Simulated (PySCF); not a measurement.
**NMR data sheet: C₅H₇Cl₃**

| Property | Result |
| --- | --- |
| Formula | C5H7Cl3 |
| SMILES | ClC(Cl)(Cl)C1CCC1 |
| Point group of the computed structure | Cs |
| Degrees of unsaturation | 1 |
| Carbon signals | 4 |
| Proton signals | 5 |

Molfile (atoms numbered from 1):
```
C5H7Cl3
     RDKit          3D

 15 15  0  0  0  0  0  0  0  0999 V2000
    1.9740   -0.7989   -1.3738 Cl  0  0  0  0  0  0  0  0  0  0  0  0
    1.7213   -0.2306    0.2876 C   0  0  0  0  0  0  0  0  0  0  0  0
    2.7593    1.1960    0.5445 Cl  0  0  0  0  0  0  0  0  0  0  0  0
    2.2514   -1.5221    1.3970 Cl  0  0  0  0  0  0  0  0  0  0  0  0
    0.2782    0.1251    0.5627 C   0  0  0  0  0  0  0  0  0  0  0  0
   -0.7800   -0.9387    0.2209 C   0  0  0  0  0  0  0  0  0  0  0  0
   -1.5765    0.1217   -0.5553 C   0  0  0  0  0  0  0  0  0  0  0  0
   -0.3986    1.0992   -0.4179 C   0  0  0  0  0  0  0  0  0  0  0  0
    0.2165    0.4616    1.5991 H   0  0  0  0  0  0  0  0  0  0  0  0
   -1.2793   -1.3821    1.0782 H   0  0  0  0  0  0  0  0  0  0  0  0
   -0.3905   -1.7312   -0.4125 H   0  0  0  0  0  0  0  0  0  0  0  0
   -2.4704    0.4524   -0.0322 H   0  0  0  0  0  0  0  0  0  0  0  0
   -1.8405   -0.1490   -1.5739 H   0  0  0  0  0  0  0  0  0  0  0  0
   -0.6319    2.0776   -0.0063 H   0  0  0  0  0  0  0  0  0  0  0  0
    0.1627    1.2268   -1.3399 H   0  0  0  0  0  0  0  0  0  0  0  0
  1  2  1  0
  2  3  1  0
  2  4  1  0
  2  5  1  0
  5  6  1  0
  6  7  1  0
  7  8  1  0
  8  5  1  0
  5  9  1  0
  6 10  1  0
  6 11  1  0
  7 12  1  0
  7 13  1  0
  8 14  1  0
  8 15  1  0
M  END
```

[PySCF: coordinates at the GFN2-xTB level; PBE0/pcSseg-1 with gauge-including orbitals; isolated molecule; averaged over atoms made equivalent by symmetry, fast rotation or ring inversion; non-relativistic; one computed conformer]

δ = σ(ref) − σ, references computed at the same level: ¹H (σ = 31.72 ppm) and ¹³C (σ = 186.93 ppm) against TMS.

```tsv
carbon	δC, type	δH (multiplicity)	HMBC from (2–3 bonds)	span of the C tensor (ppm)
C2	127.9, C	–	H9, H11/H15, H10/H14	12
C5	55.1, CH	3.26 (m)	H11/H15, H10/H14, H12, H13	41
C6/C8	25.7, CH2	H10 2.26 (m); H11 2.40 (m)	H9, H11/H15, H10/H14, H12, H13	37
C7	13.3, CH2	H12 1.85 (m); H13 1.74 (m)	H9, H11/H15, H10/H14	18
```

Carbon types of the structure: 1 × C, 1 × CH, 3 × CH2, which accounts for all hydrogens. δC 127.9: fully substituted sp3 carbon bonded to 3 Cl; 3 electronegative neighbours deshield it. δC 55.1: sp3 CH in a ring. δC 25.7, 13.3: sp3 CH2 in a ring; a saturated carbon with 2 carbon neighbours and no heteroatom attached. δH 3.26: hydrogen on an sp3 CH in a ring. δH 2.40, 2.26, 1.85, 1.74: hydrogen on an sp3 CH2 in a ring.

Carbons that carry Cl, above all several Cl atoms, come out too deshielded, partly because spin–orbit coupling is missing. Shifts are as computed. Against solution values, carbons near 30 ppm lie about +3 ppm off and those near 130 ppm about +5 ppm; carbons on Cl a further +6 ppm. Of 1211 compounds with measured shifts, 218 miss one by over three times the rms of a fit or turn the order of signals round; such compounds aren't used in these exercises. No couplings were computed; multiplicities are counted from neighbouring protons, with m where these are inequivalent, close in shift, in a saturated or five-membered ring or joined by F or P, and br s for small geminal =CH2 splittings.
